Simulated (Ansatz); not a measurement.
A nudged elastic band was laid between two geometries of AsH$_{4}$OS (7 atoms, charge 1, multiplicity 1).

Computed with RKS BHLYP/def2-SVP (Ansatz 0.2.0).

```yaml
movable_images: 5
climbing_image: yes
spring: 5.0 eV/Å²
optimiser: quadratic models (default)
start_path: through a guess of the saddle point
force_threshold: 0.03 eV/Å
iteration_limit: 60
end_points: relaxed
```

Image 0:

```xyz
7
Properties=species:S:1:pos:R:3
O -0.979 -1.404 -0.204
S -0.241 -0.092 -0.791
As 0.592 0.753 1.261
H -0.980 -2.116 -0.858
H -1.298 0.748 -0.898
H 0.985 2.021 0.523
H 1.921 0.089 0.968
```

Image 6:

```xyz
7
Properties=species:S:1:pos:R:3
O -0.911 -1.094 -0.014
S -0.138 -0.099 -1.023
As 1.136 1.270 0.417
H -1.021 -1.967 -0.413
H -1.124 0.794 -1.265
H 0.112 1.046 1.509
H 1.946 0.049 0.790
```

Question: What changes between the two ends?

Answer: No bond is made or broken. The height of As3 over the plane of its neighbours goes from -0.97 to 0.96 Å.

Question: Give the energies along the band, and the barrier.

Answer: The forces met the threshold. The highest image is number 3 of 0 to 6, 184.9 kJ/mol above the first end and 186.3 kJ/mol above the last; the last end lies 1.5 kJ/mol below the first. Neighbouring images differ by up to 1.8 eV, so the band resolves the path poorly. A vibrational analysis at the climbing image gives one clearly imaginary mode, 923i cm⁻¹: a first-order saddle point.

```json
{"image": "0", "path coordinate (Å)": "0.00", "energy (kJ/mol)": "0.0", "height of As3 over the plane of its neighbours (Å)": "-0.97"}
{"image": "1", "path coordinate (Å)": "0.79", "energy (kJ/mol)": "1.2", "height of As3 over the plane of its neighbours (Å)": "-0.96"}
{"image": "2", "path coordinate (Å)": "1.57", "energy (kJ/mol)": "11.3", "height of As3 over the plane of its neighbours (Å)": "-0.85"}
{"image": "3", "path coordinate (Å)": "2.36", "energy (kJ/mol)": "184.9", "height of As3 over the plane of its neighbours (Å)": "-0.04"}
{"image": "4", "path coordinate (Å)": "2.84", "energy (kJ/mol)": "76.1", "height of As3 over the plane of its neighbours (Å)": "0.50"}
{"image": "5", "path coordinate (Å)": "3.32", "energy (kJ/mol)": "8.8", "height of As3 over the plane of its neighbours (Å)": "0.85"}
{"image": "6", "path coordinate (Å)": "3.79", "energy (kJ/mol)": "-1.5", "height of As3 over the plane of its neighbours (Å)": "0.96"}
```

Question: What is the geometry of the highest image?

Answer: 
```xyz
7
Properties=species:S:1:pos:R:3:forces:R:3
O -1.365 -1.129 -0.398 0.00 0.00 0.00
S -0.076 -0.279 -0.898 0.00 0.00 0.00
As 0.910 0.713 0.719 0.00 0.00 0.00
H -1.154 -2.071 -0.341 0.00 0.00 0.00
H -0.821 0.727 -1.396 0.00 0.00 0.00
H 0.230 1.829 1.398 0.00 0.00 0.00
H 2.277 0.210 0.915 0.00 0.00 0.00
```

Time of the run: 4 min on 1 thread of Arm Neoverse V2, with other jobs on the host, peak memory 0.17 GiB.
